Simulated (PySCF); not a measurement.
## UHF on Kr(2+) (krypton, charge +2)

Configuration: [Ar] 3d10 4s2 4p4, high-spin 3P determinant. All numbers are calculated (PySCF 2.14, no relativity, point nucleus, in def2-SVP).

- Total energy: -2750.325540 hartree
- One-electron energy: -3797.1030 hartree
- Hartree (Coulomb) energy: 1139.9708 hartree
- Exchange energy: -93.1933 hartree
- Kinetic energy: 2750.40779 hartree
- ⟨S²⟩: 2.0062
- ⟨L²⟩: 2.019
- Sum of ⟨r⟩: 21.45 bohr
- Sum of ⟨r²⟩: 26.69 bohr²
- Traceless quadrupole moment −½Σ⟨3z² − r²⟩ along its main axis: -1.56 e·bohr²
- Density at the nucleus (Gaussians lack the cusp): 30300 bohr⁻³
- Spin density at the nucleus: 0.469 bohr⁻³
- Langevin diamagnetic susceptibility: -21.1 ×10⁻⁶ cm³/mol
- Time after the integrals: 0.15 s of wall time on 1 thread of Neoverse-N1 (shared host)

| shell | electrons | mean orbital energy (eV) | spread (eV) | rms radius, mean of both spins (bohr) |
| --- | --- | --- | --- | --- |
| 1s α | 1 | -14179.0 | 0 | 0.0491 |
| 1s β | 1 | -14178.7 | 0 | 0.0491 |
| 2s α | 1 | -1927.3 | 0 | 0.203 |
| 2s β | 1 | -1927.1 | 0 | 0.203 |
| 2p α | 3 | -1740.3 | 0.293 | 0.179 |
| 2p β | 3 | -1739.9 | 0.112 | 0.179 |
| 3s α | 1 | -320.91 | 0 | 0.576 |
| 3s β | 1 | -320.28 | 0 | 0.576 |
| 3p α | 3 | -252.51 | 0.914 | 0.586 |
| 3p β | 3 | -251.66 | 0.076 | 0.586 |
| 3d α | 5 | -129.73 | 0.832 | 0.609 |
| 3d β | 5 | -129.30 | 0.457 | 0.609 |
| 4s α | 1 | -56.446 | 0 | 1.65 |
| 4s β | 1 | -49.651 | 0 | 1.65 |
| 4p α | 3 | -37.857 | 2.137 | 1.91 |
| 4p β | 1 | -35.016 | 0 | 1.91 |
